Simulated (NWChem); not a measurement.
Atomisation of FIn

```
In
F 1 1.9962
```
Charge 0, spin multiplicity 1.

Program: NWChem. All single points use one geometry, from PBE0/def2-SVP with def2 effective core potentials on In, a minimum by its harmonic frequencies.

Basis set: def2-TZVP. The atomisation energy is electronic alone: no zero-point, thermal, spin-orbit or counterpoise terms. No value is extrapolated to the basis-set limit. Free atoms are single determinants with multiplicities In 2, F 2.

Effective core potentials replace the inner electrons of In; spin-orbit coupling is left out. The structure started from a generated list of species. The stability of the SCF solutions was not checked. Open-shell Hartree-Fock references start from PBE0 orbitals.

### Question
One of these methods gave an atomisation energy of 152.0 kcal/mol. Which?
(A) HF
(B) LDA (SVWN5)
(C) LC-wPBE (omega 0.3 per bohr)
(D) PBE

### Answer
B, LDA (SVWN5). The others give 133.3 (PBE), 130.4 (LC-wPBE (omega 0.3 per bohr)), 84.1 (HF).
